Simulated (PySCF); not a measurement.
# Circular dichroism: SMILES C[C@H]1[SiH2]N([SiH3])[Si@H]1Br, C2H10BrNSi3

Molfile (atoms numbered from 1):
```
C2H10BrNSi3
     RDKit          3D

 17 17  0  0  0  0  0  0  0  0999 V2000
   -2.5678    0.1058   -0.0396 C   0  0  0  0  0  0  0  0  0  0  0  0
   -1.3099   -0.6243    0.4115 C   0  0  1  0  0  0  0  0  0  0  0  0
    0.1272   -0.8440   -0.8502 Si  0  0  0  0  0  4  0  0  0  0  0  0
    1.1478   -0.0615    0.3508 N   0  0  0  0  0  0  0  0  0  0  0  0
    2.8326    0.3477    0.3688 Si  0  0  0  0  0  4  0  0  0  0  0  0
   -0.0763    0.3094    1.5298 Si  0  0  1  0  0  4  0  0  0  0  0  0
   -0.4372    2.4879    1.6019 Br  0  0  0  0  0  0  0  0  0  0  0  0
   -3.1039   -0.4821   -0.7836 H   0  0  0  0  0  0  0  0  0  0  0  0
   -2.3262    1.0709   -0.4813 H   0  0  0  0  0  0  0  0  0  0  0  0
   -3.2410    0.2807    0.8002 H   0  0  0  0  0  0  0  0  0  0  0  0
   -1.6056   -1.5757    0.8581 H   0  0  0  0  0  0  0  0  0  0  0  0
    0.0045   -0.0424   -2.0646 H   0  0  0  0  0  0  0  0  0  0  0  0
    0.5685   -2.2134   -1.0945 H   0  0  0  0  0  0  0  0  0  0  0  0
    3.3929   -0.2098    1.6038 H   0  0  0  0  0  0  0  0  0  0  0  0
    3.3889   -0.2605   -0.8353 H   0  0  0  0  0  0  0  0  0  0  0  0
    2.9641    1.8059    0.3708 H   0  0  0  0  0  0  0  0  0  0  0  0
    0.2344   -0.0827    2.8932 H   0  0  0  0  0  0  0  0  0  0  0  0
  1  2  1  0
  2  3  1  0
  3  4  1  0
  4  5  1  0
  4  6  1  0
  6  7  1  0
  6  2  1  0
  1  8  1  0
  1  9  1  0
  1 10  1  0
  2 11  1  1
  3 12  1  0
  3 13  1  0
  5 14  1  0
  5 15  1  0
  5 16  1  0
  6 17  1  1
M  END
```

Level of theory: PySCF, TDDFT CAM-B3LYP/def2-SVPD circular dichroism and optical rotation, one conformer, gas phase. Geometry: GFN2-xTB.

The calculation is non-relativistic, which matters for the atoms heavier than Zn.

Problem. Assign R or S to each stereocentre.

Solution. C2 S, Si6 S.

Problem. List the lowest 16 singlet excitations with oscillator and rotatory strengths.

Solution. Rotatory strengths R in 10⁻⁴⁰ esu² cm², velocity form and length form (origin at the centre of mass); f in length form.
| state | E (eV) | λ (nm) | f | R (velocity) | R (length) | main |
| --- | --- | --- | --- | --- | --- | --- |
| 1 | 5.95 | 208 | 0.003 | +6.1 | +6.1 | HOMO→LUMO 0.93 |
| 2 | 6.32 | 196 | 0.054 | +48.1 | +47.9 | HOMO−1→LUMO 0.89 |
| 3 | 6.89 | 180 | 0.031 | +35.9 | +34.1 | HOMO→LUMO+2 0.77 |
| 4 | 7.05 | 176 | 0.013 | -8.2 | -8.3 | HOMO−1→LUMO+1 0.46, HOMO−1→LUMO+2 0.31 |
| 5 | 7.10 | 175 | 0.029 | +14.4 | +14.4 | HOMO→LUMO+1 0.34, HOMO−2→LUMO 0.28 |
| 6 | 7.24 | 171 | 0.027 | +15.2 | +14.7 | HOMO−3→LUMO 0.42, HOMO−2→LUMO 0.19 |
| 7 | 7.30 | 170 | 0.043 | -16.0 | -15.1 | HOMO−3→LUMO 0.35, HOMO−2→LUMO 0.25 |
| 8 | 7.38 | 168 | 0.006 | +12.0 | +12.2 | HOMO−1→LUMO+2 0.52, HOMO−1→LUMO+1 0.26 |
| 9 | 7.49 | 165 | 0.012 | +23.4 | +23.2 | HOMO−2→LUMO+1 0.48, HOMO−2→LUMO+2 0.20 |
| 10 | 7.63 | 162 | 0.006 | +31.1 | +32.0 | HOMO−4→LUMO 0.40, HOMO→LUMO+6 0.15 |
| 11 | 7.64 | 162 | 0.006 | -2.7 | -2.2 | HOMO→LUMO+3 0.30, HOMO→LUMO+5 0.22 |
| 12 | 7.72 | 161 | 0.017 | -20.3 | -17.8 | HOMO→LUMO+4 0.25, HOMO→LUMO+6 0.25 |
| 13 | 7.78 | 159 | 0.034 | +36.1 | +35.4 | HOMO→LUMO+3 0.34, HOMO→LUMO+5 0.25 |
| 14 | 7.85 | 158 | 0.021 | -68.3 | -66.5 | HOMO−3→LUMO+1 0.28, HOMO−3→LUMO+2 0.13 |
| 15 | 7.96 | 156 | 0.002 | +1.6 | +1.7 | HOMO→LUMO+6 0.29, HOMO→LUMO+4 0.28 |
| 16 | 8.05 | 154 | 0.057 | -18.5 | -18.6 | HOMO−1→LUMO+4 0.23, HOMO−1→LUMO+5 0.12 |

Among the states computed, the strongest CD band (largest |R|) is state 14. The largest dissymmetry factor in size, g = 4R/(D+G), with D and G the electric and magnetic dipole strengths, is +0.062 for state 10 (velocity form, f = 0.006), among bands with |R| over 0.5. The mirror image has the same energies and oscillator strengths and all R with the opposite sign.
